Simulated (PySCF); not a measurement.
C₄H₅BO₂, SMILES C=C1C=COB1O. Geometry: B3LYP-D3(BJ)/def2-SVP. The structure was generated by enumeration, and PubChem lists no compound with its InChIKey, so it may never have been made. The values are those of a single conformer.

These are B3LYP-D3(BJ)/def2-SVP in PySCF values and carry that method's errors.

Harmonic wavenumbers (cm⁻¹): 160, 238, 263, 425, 475, 555, 566, 693, 713, 748, 811, 813, 927, 951, 958, 976, 1054, 1156, 1178, 1286, 1349, 1441, 1514, 1635, 1710, 3124, 3214, 3223, 3240, 3836. Rotational constants (GHz): 3.549, 3.421, 1.742; symmetry number 1.

Question: Work out the zero-point energy and the ideal-gas rigid-rotor harmonic-oscillator thermochemistry at 298.15 K and 1 atm.

Answer: ZPE = ½ Σ hcν = ½ × 39234 cm⁻¹ = 56.09 kcal/mol. H − E(el) = 60.49 kcal/mol. Entropy in cal/(mol K): translation 39.59, rotation 27.12, vibration 10.62, total 77.33. G − E(el) = 37.44 kcal/mol. Cp = 25.00 cal/(mol K).
